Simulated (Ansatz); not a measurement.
```yaml
crystal:
  periodic: [false, false, false]
  atoms:
    - {symbol: Al, position_ang: [-0.037113, -1.036675, -0.021971]}
    - {symbol: Ga, position_ang: [-0.433748, 1.326780, -0.510416]}
    - {symbol: H, position_ang: [-1.139585, -1.699990, 0.898294]}
    - {symbol: H, position_ang: [0.928338, -1.745837, -1.055476]}
    - {symbol: H, position_ang: [0.727897, 0.286031, 0.752576]}
    - {symbol: H, position_ang: [-0.003689, 2.805693, -0.109206]}
basis:
  gaussian: {orbitals: aug-cc-pVDZ}
hamiltonian: {xc: {name: wPBEh}}
```

```sh
$ ansatz run in.yaml --threads 2 --pin off --events-out ev --progress --plain --max-ram 4352MiB
```

Shortened log:

```
Functional definition: wPBEh
1117 factors; their error is unknown
166 factors; integrals over basis functions are off by at most 2.0e-6 eV
mean field evaluation 1: about -59026.5190 eV, gradient 1.7e1 eV
mean field evaluation 2: about -59026.7262 eV, gradient 1.4e1 eV
mean field evaluation 4: about -59027.8273 eV, gradient 4.1e-1 eV
mean field evaluation 8: about -59028.1367 eV, gradient 1.5e-1 eV
mean field -59028.13676420 eV, -2169.2440153764 hartree, gradient 2.8e-5 eV, S^2 0.000000; 0 other end points of the search recorded, 0 dependent functions left out
reference -59028.13681980 eV, -2169.2440174194 hartree; 24, 24 occupied and 75, 75 virtual orbitals, 1117 factors
Total energy: -59028.13681980 eV, -2169.2440174194 hartree
```

It took 2.1 s on 2 threads of an Arm Neoverse V1 on a shared host, with 0.31 GiB of host memory at the peak.
